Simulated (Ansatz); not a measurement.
```yaml
crystal:
  periodic: [false, false, false]
  atoms:
    - {symbol: N, position_ang: [-1.787343, 0.733001, -0.178915]}
    - {symbol: Hf, position_ang: [0.175598, 0.200789, 0.043282]}
    - {symbol: N, position_ang: [0.230214, -1.098484, 1.622033]}
    - {symbol: N, position_ang: [0.689490, -0.823759, -1.652445]}
    - {symbol: O, position_ang: [1.364706, 1.701654, 0.340233]}
    - {symbol: H, position_ang: [-2.550788, 0.362965, 0.368417]}
    - {symbol: H, position_ang: [-2.145149, 1.459060, -0.783596]}
    - {symbol: H, position_ang: [0.376899, -0.847523, 2.589667]}
    - {symbol: H, position_ang: [0.267434, -2.104475, 1.541947]}
    - {symbol: H, position_ang: [1.622763, -0.950783, -2.017259]}
    - {symbol: H, position_ang: [0.028681, -1.206938, -2.312832]}
    - {symbol: H, position_ang: [1.727514, 2.574504, 0.439469]}
basis:
  gaussian: {orbitals: def2-SVP}
magnetization: {spin_polarized: true, initial_magnetization: 6}
hamiltonian: {xc: {name: rPW86-PBE}}
```

```sh
$ ansatz run in.yaml --threads 4 --pin off --events-out ev --progress --plain --max-ram 11315MiB
```

Output, abridged:

```
Functional definition: rPW86-PBE
1379 factors; their error is unknown
mean field evaluation 1: about -7914.5697 eV, gradient 6.8e1 eV
mean field evaluation 2: about -7695.4095 eV, gradient 1.6e2 eV
mean field evaluation 4: about -7936.0890 eV, gradient 1.6e1 eV
mean field evaluation 8: about -7938.1286 eV, gradient 2.3e0 eV
mean field evaluation 16: about -7938.0757 eV, gradient 3.4e-1 eV
mean field evaluation 32: about -7938.0767 eV, gradient 7.3e-5 eV
mean field -7938.07665860 eV, -291.7189365818 hartree, gradient 3.2e-6 eV, S^2 12.005681; 10 other end points of the search recorded, 0 dependent functions left out
reference -7938.07682552 eV, -291.7189427163 hartree; 27, 21 occupied and 96, 102 virtual orbitals, 1379 factors
Total energy: -7938.07682552 eV, -291.7189427163 hartree
```

Something in this input is off. What?

The spin is set far too high for this molecule. The calculation finished and met its thresholds. The result belongs to that input, not to the molecule as meant.
